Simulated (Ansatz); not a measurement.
Start from `[SiH3]N[SiH2]S` and change one atom or group to get `OCN[SiH2]S`.

Ansatz, PBE0-D4/def2-TZVP geometries, multiplicity 1. Each molecule was computed in one conformer, which needn't be the lowest.

```json
{"property": "size of the dipole moment (PBE/def2-TZVPP) / D", "`[SiH3]N[SiH2]S`": "1.14"}
{"property": "HOMO–LUMO gap (PBE/def2-TZVPP) / eV", "`[SiH3]N[SiH2]S`": "5.34"}
{"property": "size of the dipole moment (B3LYP/def2-TZVPP) / D", "`[SiH3]N[SiH2]S`": "1.16"}
{"property": "HOMO energy (B3LYP/def2-TZVPP) / eV", "`[SiH3]N[SiH2]S`": "-7.16"}
{"property": "HOMO–LUMO gap (B3LYP/def2-TZVPP) / eV", "`[SiH3]N[SiH2]S`": "6.95"}
{"property": "size of the dipole moment (ωB97M-V/def2-TZVPP) / D", "`[SiH3]N[SiH2]S`": "1.17"}
```

Task: Give the same properties after the change, and the shifts. (Estimate.)

Result: Computed: 
```json
{"property": "size of the dipole moment (PBE/def2-TZVPP) / D", "`OCN[SiH2]S`": "1.32", "shift": "0.18"}
{"property": "HOMO–LUMO gap (PBE/def2-TZVPP) / eV", "`OCN[SiH2]S`": "5.07", "shift": "-0.27"}
{"property": "size of the dipole moment (B3LYP/def2-TZVPP) / D", "`OCN[SiH2]S`": "1.44", "shift": "0.28"}
{"property": "HOMO energy (B3LYP/def2-TZVPP) / eV", "`OCN[SiH2]S`": "-7.10", "shift": "0.06"}
{"property": "HOMO–LUMO gap (B3LYP/def2-TZVPP) / eV", "`OCN[SiH2]S`": "6.83", "shift": "-0.12"}
{"property": "size of the dipole moment (ωB97M-V/def2-TZVPP) / D", "`OCN[SiH2]S`": "1.42", "shift": "0.25"}
```

Dipoles are sizes alone; their direction can turn.

B3LYP here is the variant with VWN-RPA as its local correlation; programs differ in this.
